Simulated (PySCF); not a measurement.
C₄H₈F₂O₂.
InChI=1S/C4H8F2O2/c1-7-4(6)2-8-3-5/h4H,2-3H2,1H3/t4-/m1/s1

Torsions of this conformer, `[CH3:1][O:2][C@@H:3]([F:4])[CH2:5][O:6][CH2:7][F:8]`: C1–O2–C3–F4 68°, O2–C3–C5–O6 178°, C3–C5–O6–C7 97°, C5–O6–C7–F8 74°.

The closed-shell ground state was solved at several levels (PySCF, density fitting, gas phase, non-relativistic). Isolated species at its PBE0-D3(BJ)/def2-SVP geometry (one conformer only).

```tsv
level	basis functions	total energy (Eh)	HOMO (eV)	LUMO (eV)	gap (eV)	dipole (D)
B97-2/pcSseg-1	176	-507.1352	-8.09	1.54	9.63	2.68
B3LYP/pcJ-1	296	-507.3665	-8.10	1.21	9.31	2.67
CAM-B3LYP/def2-SVPD	236	-506.8312	-10.00	1.24	11.24	2.72
```

Question: Estimate the row for PBE0/pcSseg-1, a basis of 176 functions; the other rows only guide the guess.

Answer: Total energy -506.7690 Eh, HOMO -8.36 eV, LUMO 1.53 eV, gap 9.89 eV, dipole 2.69 D.

Question: Over all these levels, which gives the widest orbital gap and which the narrowest?

Answer: CAM-B3LYP/def2-SVPD (range-separated hybrid) has the widest, 11.24 eV, and B3LYP/pcJ-1 (global hybrid, 20 % exact exchange) the narrowest, 9.31 eV. Functional and basis both differ between the two, so the spread mixes both effects.

Question: How far do the dipole and the HOMO energy spread over the levels?

Answer: The dipole runs from 2.67 to 2.72 D (mean 2.69 D) and the HOMO from -10.00 to -8.09 eV.
